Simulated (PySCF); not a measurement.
# Structure from 2D NMR

Compound of formula C₅H₉F₃O₂Si. Correlations simulated from computed shifts and the bond graph:

HSQC (one-bond C–H):
| δH | δC |
| --- | --- |
| 0.46 | 0.0 |

HMBC (two and three bonds, from the bond graph):
| δH | δC |
| --- | --- |
| 0.46 | 0.0 |

Carbons without hydrogens: δ 162.8, 125.2.

Method: GFN2-xTB geometry, shieldings: GIAO PBE0/pcSseg-1, in PySCF 2.14 (in vacuum, averaged over atoms made equivalent by symmetry, fast rotation or ring inversion, single conformer, relativity neglected).

Referencing at the same level of theory: 1H (σref 31.72) and 13C (σref 186.93) vs TMS.

Exchangeable hydrogens are left out of these lists.

Q: Work out the connectivity.

A: SMILES FC(C(O[Si](C)(C)C)=O)(F)F.

Structure with atom numbers: `[CH3:1][Si:2]([CH3:3])([CH3:4])[O:5][C:6](=[O:7])[C:8]([F:9])([F:10])[F:11]` (H(Xn): hydrogen on atom n).

- δC 162.8 is C6, a carbonyl carbon.
- δC 125.2 is C8, a CF3 carbon.
- δC 0.0 is C1/C3/C4, a methyl carbon bonded to Si (δH 0.46).

This is the structure that produced the data.

Shifts are as computed. Against solution values, carbons near 30 ppm lie about +3 ppm off and those near 130 ppm about +5 ppm. Of 1211 compounds with measured shifts, 218 miss one by over three times the rms of a fit or turn the order of signals round; such compounds aren't used in these exercises.
